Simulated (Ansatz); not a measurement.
`C[Si](C)(S)Cl` + HCl → `C[Si](S)(Cl)Cl` + CH₄ at 298.15 K and 1 bar (ligand exchange at the Si–C bond).

Gas-phase electronic energies from Ansatz, PBE0-D4/def2-TZVP geometries. CBS: MP2 limit from def2 TZ/QZ plus the TZ coupled-cluster correction, frozen cores. This one scheme is used for every species. One conformer a species, not always the lowest.

```json
{"species": "`C[Si](C)(S)Cl`", "CCSD(T)/CBS energy (Eh)": "-1227.07199", "H − E (kJ/mol)": "249.9", "S (J/(mol·K))": "378.2"}
{"species": "HCl", "CCSD(T)/CBS energy (Eh)": "-460.38127", "H − E (kJ/mol)": "26.6", "S (J/(mol·K))": "186.8"}
{"species": "`C[Si](S)(Cl)Cl`", "CCSD(T)/CBS energy (Eh)": "-1647.02782", "H − E (kJ/mol)": "156.1", "S (J/(mol·K))": "371.8"}
{"species": "CH₄", "CCSD(T)/CBS energy (Eh)": "-40.46206", "H − E (kJ/mol)": "127.4", "S (J/(mol·K))": "186.2"}
```

H − E and S are ideal-gas, rigid-rotor, harmonic terms from PBE0-D4/def2-TZVP, for one conformer and one mirror image of each species. 1 Eh = 2625.50 kJ/mol, R = 8.31446 J/(mol·K).

Q: By hand: ΔE, ΔH, ΔS and ΔG.

A: ΔE = (-1647.02782) + (-40.46206) − (-1227.07199) − (-460.38127) = -0.03662 Eh = -96.1 kJ/mol. Δ(H − E) = 156.1 + 127.4 − 249.9 − 26.6 = 7.0, so ΔH = -89.1 kJ/mol. ΔS = 371.8 + 186.2 − 378.2 − 186.8 = -7.0 J/(mol·K). ΔG = -89.1 − 298.15 × (-7.0)/1000 = -87.0 kJ/mol.

Q: By hand: the equilibrium constant, and the temperature at which ΔG would vanish if ΔH and ΔS stayed fixed.

A: log₁₀ K = −ΔG/(RT ln 10) = 15.2. ΔG = 0 at ΔH/ΔS = 12729 K, far beyond where these terms or the molecules hold.

The number of gas molecules stays the same, so ΔS is small and ΔH decides. A doubt of 5 kJ/mol in ΔE shifts log₁₀ K by 0.9 here. Other conformers and mirror images would add mixing entropy, several J/(mol·K) or more a flexible species. These are equilibria of isolated gas molecules and say nothing of rates. Largest T1 diagnostic: 0.010 (customary marks: 0.02 for closed shells, 0.045 for open ones).
